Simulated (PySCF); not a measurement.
SbH₂Cl, SMILES [SbH2][Cl].

The structure is a stationary point at PBE0-D3(BJ)/def2-TZVP. The def2 effective core potentials stand for the cores of Sb; spin–orbit coupling is left out.

Method: PySCF with PBE0/def2-TZVPD.

The molecule is in vacuum.

Computed frontier levels, gap, dipole moment and polarisability:
```
Quantity                                                                                                        Value
---------------------------------------------------------------------------------------------  ----------------------
highest occupied level                                                                                       -7.72 eV
lowest empty level                                                                                           -1.78 eV
orbital gap                                                                                                   5.94 eV
dipole moment                                                                                                  2.40 D
quadrupole, principal values (traceless, Buckingham form, about the centre of nuclear charge)  -1.43, -0.16, 1.59 D·Å
mean static polarisability                                                                       58.4 bohr³ (8.65 Å³)
polarisability, principal values                                                               52.8, 53.1, 69.3 bohr³
```
